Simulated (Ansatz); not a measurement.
`C[O][In]([CH3])[O]C` + `[CH3][Sb]([SiH3])[SH]` → `C[O][In]([SH])[O]C` + `[CH3][Sb]([CH3])[SiH3]`  (redistribution)

Program: Ansatz. Geometries: PBE0-D4/def2-TZVP. ΔE: electronic, gas phase. CBS: MP2 limit from def2 TZ/QZ plus the TZ coupled-cluster correction, frozen cores. Functionals use def2-TZVPP. B3LYP here is the variant with VWN-RPA as its local correlation; programs differ in this. Elements past krypton have def2 core potentials. For In, Sb outer-core shells are correlated without core-valence functions, which leaves a few kJ/mol of doubt a bond. Each species was taken in one conformer, which may not be the lowest.

```csv
level,ΔE (eV)
B3LYP-D4,-0.16
B2PLYP,-0.21
HF/def2-TZVPP,-0.28
MP2/def2-TZVPP,-0.24
CCSD/def2-TZVPP,-0.25
HF/def2-QZVPP,-0.27
MP2/def2-QZVPP,-0.21
SCS-MP2/def2-QZVPP,-0.22
```

**Question.** What does CCSD(T)/CBS give? (Best estimate.)

**Answer.** Computed: -0.21 eV. The listed levels differ from it by 0.05, 0.00, -0.07, -0.03, -0.04, -0.06, 0.00, -0.01 eV.

Largest T1 diagnostic among the species: 0.016.
